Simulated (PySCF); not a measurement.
Molfile (atoms numbered from 1):
```
C4H3F3
     RDKit          3D

 10  9  0  0  0  0  0  0  0  0999 V2000
    2.2801    0.0800    0.0672 C   0  0  0  0  0  0  0  0  0  0  0  0
    1.1558   -0.2893    0.2359 C   0  0  0  0  0  0  0  0  0  0  0  0
   -0.2212   -0.7003    0.4286 C   0  0  0  0  0  0  0  0  0  0  0  0
   -1.1614    0.4820    0.2479 C   0  0  0  0  0  0  0  0  0  0  0  0
   -2.4427    0.1159    0.4283 F   0  0  0  0  0  0  0  0  0  0  0  0
   -1.0889    1.0173   -0.9773 F   0  0  0  0  0  0  0  0  0  0  0  0
   -0.9224    1.4700    1.1193 F   0  0  0  0  0  0  0  0  0  0  0  0
    3.2720    0.3882   -0.0772 H   0  0  0  0  0  0  0  0  0  0  0  0
   -0.3664   -1.0953    1.4378 H   0  0  0  0  0  0  0  0  0  0  0  0
   -0.4960   -1.4638   -0.3042 H   0  0  0  0  0  0  0  0  0  0  0  0
  1  2  3  0
  2  3  1  0
  3  4  1  0
  4  5  1  0
  4  6  1  0
  4  7  1  0
  1  8  1  0
  3  9  1  0
  3 10  1  0
M  END
```

Geometry: GFN2-xTB; GIAO shifts from PySCF, gas phase, non-relativistic, averaged over equivalent atoms.

At CAM-B3LYP/3-21G (69 basis functions, 7.5 s wall time on 1 thread of an Intel Xeon Platinum 8488C, shared host):
| atoms | δ (ppm) |
| --- | --- |
| C4 | 125.0 |
| C1 | 70.4 |
| C2 | 69.0 |
| C3 | 27.2 |
| F5/F6/F7 | -90.9 |
| H9/H10 | 2.83 |
| H8 | 2.01 |

δ = σ(ref) − σ, references computed at the same level: 13C (σ = 208.38 ppm) and 1H (σ = 33.33 ppm) against TMS; 19F (σ = 208.31 ppm) vs CFCl3.

Task: What do these become at PBE0/pcSseg-1?

Result: 
```csv
atoms,δ at PBE0/pcSseg-1,change
C4,134.2,+9.2
C1,80.6,+10.2
C2,78.2,+9.2
C3,29.0,+1.8
F5/F6/F7,-80.0,+10.9
H9/H10,3.06,+0.23
H8,1.63,-0.38
```

Chemical shifts δ = σref − σ; TMS for 13C (σref 186.93) and 1H (σref 31.72); 19F (σref 170.95) against CFCl3, all at this level.

The largest change is at F5/F6/F7 (fluorine of a CF3 group). Cost: 134 basis functions, 11 s wall time on 1 thread of an Arm Neoverse V2, shared host. The order of the carbon signals is the same at both levels.

Unscaled 19F shifts against computed CFCl3 carry errors that often reach 10 to 50 ppm.
